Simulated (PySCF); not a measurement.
Job file and geometry (Å, from GFN2-xTB) of an NMR shielding run on SMILES C=CC[BH2-][NH3+], C3H10BN, PySCF 2.14.0, density-fitted response routines, GIAO PBE0/pcSseg-1 NMR shielding, non-relativistic, gas phase; density fitting, a coarse starting grid and PySCF grid level 2 are the driver's defaults:

```
$ OMP_NUM_THREADS=1 python probes_run.py task.json out

{"job": {"kind": "nmr", "xc": "PBE0", "basis": "pcSseg-1"}, "charge": 0, "multiplicity": 1}
C      2.617020    -0.341203    -0.393096
C      1.592826     0.188773     0.252497
C      0.281384     0.542150    -0.352507
B     -0.913302    -0.434289     0.199623
N     -2.268200     0.077767    -0.604019
H      3.535962    -0.607449     0.103210
H      2.577947    -0.537258    -1.453132
H      1.665980     0.363500     1.319066
H      0.057639     1.584761    -0.098402
H      0.368627     0.481800    -1.442224
H     -0.771659    -1.573941    -0.112975
H     -1.153892    -0.284842     1.356192
H     -3.064230    -0.483679    -0.323096
H     -2.101497    -0.021551    -1.599445
H     -2.429019     1.053453    -0.379259
```

Q: What does the program print?

A: 
```
coarse grid: 11608 points
cycle   1  E = -199.5474473536  dE =  3.530e-01  |g| = 4.844e-01  |ddm| = 3.157e+00
cycle   2  E = -199.5517024999  dE = -4.255e-03  |g| = 4.949e-01  |ddm| = 1.079e+00
cycle   3  E = -199.6211981098  dE = -6.950e-02  |g| = 6.390e-02  |ddm| = 5.499e-01
cycle   4  E = -199.6218673801  dE = -6.693e-04  |g| = 3.918e-02  |ddm| = 7.995e-02
cycle   5  E = -199.6222478870  dE = -3.805e-04  |g| = 7.292e-03  |ddm| = 3.300e-02
cycle   6  E = -199.6222612514  dE = -1.336e-05  |g| = 1.943e-03  |ddm| = 7.781e-03
cycle   7  E = -199.6222621798  dE = -9.285e-07  |g| = 2.554e-04  |ddm| = 1.597e-03
final grid: 109544 points
cycle   8  E = -199.6471839204  dE = -4.102e-05  |g| = 8.223e-03  |ddm| = 2.551e-02
cycle   9  E = -199.6471789161  dE =  5.004e-06  |g| = 9.563e-03  |ddm| = 1.528e-02
cycle  10  E = -199.6472012184  dE = -2.230e-05  |g| = 1.095e-03  |ddm| = 8.092e-03
cycle  11  E = -199.6472015044  dE = -2.860e-07  |g| = 2.746e-04  |ddm| = 9.731e-04
cycle  12  E = -199.6472015216  dE = -1.726e-08  |g| = 9.836e-05  |ddm| = 2.671e-04
cycle  13  E = -199.6472015239  dE = -2.244e-09  |g| = 1.750e-05  |ddm| = 8.072e-05
cycle  14  E = -199.6472015239  dE = -6.702e-11  |g| = 4.781e-06  |ddm| = 1.939e-05
converged SCF energy = -199.6472015239

GIAO shielding tensors (ppm)
atom      isotropic    diamagn.    paramagn.     s11        s22        s33       span
  0 C       73.300     253.619    -180.319    -34.652    100.369    154.183    188.835
  1 C       36.921     254.571    -217.650    -88.835     39.538    160.059    248.894
  2 C      150.979     251.021    -100.042    128.887    146.770    177.279     48.392
  3 B      118.155     190.846     -72.691    105.969    114.237    134.258     28.289
  4 N      220.051     316.703     -96.652    212.836    219.536    227.782     14.946
  5 H       26.813      29.249      -2.436     23.916     25.663     30.859      6.943
  6 H       26.631      32.002      -5.371     23.623     25.849     30.421      6.799
  7 H       25.349      31.755      -6.406     23.191     24.427     28.429      5.238
  8 H       30.305      32.934      -2.629     27.222     29.712     33.979      6.757
  9 H       30.513      34.357      -3.844     27.548     30.834     33.156      5.608
 10 H       29.643      32.083      -2.440     26.631     30.529     31.768      5.137
 11 H       29.430      32.119      -2.689     26.292     30.175     31.823      5.531
 12 H       28.611      27.972       0.639     22.206     24.531     39.097     16.891
 13 H       29.008      30.285      -1.277     23.093     26.190     37.742     14.649
 14 H       29.062      30.086      -1.024     23.338     26.036     37.811     14.473
```

Size and cost of the density-fitted run: 135 basis functions, 32 s wall time on 1 thread of an Intel Xeon Platinum 8259CL, shared host; peak memory 0.65 GiB.
